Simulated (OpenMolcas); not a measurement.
Mn4+, Tc4+, Re4+: d³ down the group

```json
{
 "Program": "OpenMolcas 26.06",
 "Method": "CASSCF",
 "Basis": "ANO-R2",
 "Scalar Hamiltonian": "X2C, finite nucleus",
 "Spin-orbit coupling": "state interaction with AMFI integrals over the reference wave functions, term energies averaged over their components"
}
```

Active space for each ion: 3 electrons in 10 orbitals (d d).

Computed levels in cm-1 above ⁴F_3/2:

| Level | Mn4+ | Tc4+ | Re4+ |
| --- | --- | --- | --- |
| ⁴F_5/2 | 366 | 1037 | 4682 |
| ⁴F_7/2 | 866 | 2349 | 9022 |
| ⁴F_9/2 | 1486 | 3842 | 12486 |
| ⁴P_1/2 | 20128 | 14690 | 16942 |
| ⁴P_3/2 | 20284 | 14752 | 15142 |
| ²G_7/2 | 20470 | 16065 | 21137 |
| ⁴P_5/2 | 20731 | 16348 | 23228 |
| ²G_9/2 | 20991 | 16943 | 32842 |
| ²H_9/2 | 27073 | 21503 | 21771 |
| weight of ⁴F in the lowest level (%) | 100 | 99 | 89 |

Mixed levels, with the weight of the term that names them: Re4+ ⁴F_9/2 (73 %), Re4+ ⁴P_3/2 (53 %), Re4+ ²G_9/2 (56 %), Re4+ ²H_9/2 (58 %).

Measured, with the error of the calculation in %. Measured levels: Mn4+ from Corliss and Sugar, J. Phys. Chem. Ref. Data 6, 1253 (1977); Re4+ from the list in Brasseur, Gamrath and Quinet, At. Data Nucl. Data Tables 157, 101636 (2024).

```json
{"Level": "⁴F_5/2", "Mn4+": "359 (+2.1)", "Re4+": "4853 (-3.5)"}
{"Level": "⁴F_7/2", "Mn4+": "835 (+3.7)", "Re4+": "8973 (+0.5)"}
{"Level": "⁴F_9/2", "Mn4+": "1412 (+5.2)", "Re4+": "11914 (+4.8)"}
{"Level": "⁴P_1/2", "Mn4+": "16434 (+22.5)", "Re4+": "14325 (+18.3)"}
{"Level": "⁴P_3/2", "Mn4+": "16595 (+22.2)", "Re4+": ""}
{"Level": "²G_7/2", "Mn4+": "17892 (+14.4)", "Re4+": "19013 (+11.2)"}
{"Level": "⁴P_5/2", "Mn4+": "17049 (+21.6)", "Re4+": "20922 (+11.0)"}
{"Level": "²G_9/2", "Mn4+": "18399 (+14.1)", "Re4+": "30366 (+8.2)"}
{"Level": "²H_9/2", "Mn4+": "24975 (+8.4)", "Re4+": "19967 (+9.0)"}
```

The fine-structure level ⁴F_9/2 changes by a factor of 8.4 from Mn4+ to Re4+.

Without spin-orbit coupling ⁴P lies 19656, 13499, 12519 cm-1 above ⁴F in that order; the difference to the level ⁴P_1/2, of either sign, comes from spin-orbit coupling, which also lowers the zero.

Without dynamic correlation excited terms often stand tens of per cent too high (terms of higher spin than the ground term too low), and those without a measured partner can miss by more than the paired ones. Active for correlation alone: 4d; no level in the range computed is led by a configuration that fills it, so any true level of that kind is missing (holds for Mn4+). Active for correlation alone: 5d; no level in the range computed is led by a configuration that fills it, so any true level of that kind is missing (holds for Tc4+). Active for correlation alone: 6d; no level in the range computed is led by a configuration that fills it, so any true level of that kind is missing (holds for Re4+). Computed and measured levels are paired by configuration, term and J; levels that our copy of the source lacks, or whose pairing is in doubt (as where it misses far off the trend of its configuration), stay unpaired and out of the deviations. Levels of configurations outside the active space are missing.
